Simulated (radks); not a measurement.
Species: Pr3+. Configuration: [Xe] 4f1 6f1 (not the ground configuration). All-electron calculation, scalar-relativistic Kohn-Sham, r2SCAN, spin-unpolarised, spherical densities, finite nucleus; meta-GGA in the generalised Kohn-Sham scheme; Fermi nuclear charge, rms radius 4.8919 fm. Program: a radial shooting solver on a logarithmic mesh with Libxc functionals.

Normalised radial functions P(r) = r R(r), r in bohr:

r	5s
0.001179	0.0427
0.001383	0.0487
0.001623	0.0554
0.00192	0.0633
0.002253	0.0715
0.002644	0.0805
0.003128	0.0907
0.00367	0.1010
0.004307	0.1117
0.005095	0.1230
0.005979	0.1335
0.007073	0.1434
0.0083	0.1510
0.00974	0.1558
0.01152	0.1565
0.01352	0.1514
0.01587	0.1392
0.01877	0.1170
0.02203	0.0855
0.02585	0.0434
0.03058	-0.0115
0.03588	-0.0716
0.04211	-0.1345
0.04981	-0.1951
0.05845	-0.2371
0.0686	-0.2517
0.08115	-0.2254
0.09523	-0.1540
0.1117	-0.0395
0.1322	0.1105
0.1551	0.2507
0.1835	0.3507
0.2153	0.3591
0.2527	0.2582
0.2989	0.0442
0.3508	-0.2125
0.4117	-0.4387
0.487	-0.5463
0.5715	-0.4626
0.6707	-0.1968
0.7933	0.2041
0.931	0.5907
1.093	0.8780
1.292	0.9998
1.517	0.9385
1.78	0.7527
2.105	0.5065
2.471	0.2946
2.899	0.1425
3.43	0.0535
4.025	0.0167
4.761	0.0037
5.587	0.0007
6.557	0.0001
7.756	0.0000
9.102	0.0000
10.68	0.0000
12.64	0.0000
14.83	0.0000
17.4	0.0000
20.58	0.0000
24.16	0.0000

5s: eigenvalue -77.628 eV, 4 radial nodes at r = 0.0296, 0.117, 0.308, 0.731 bohr, <r> = 1.44 bohr, 90 % of the charge inside 2.05 bohr.
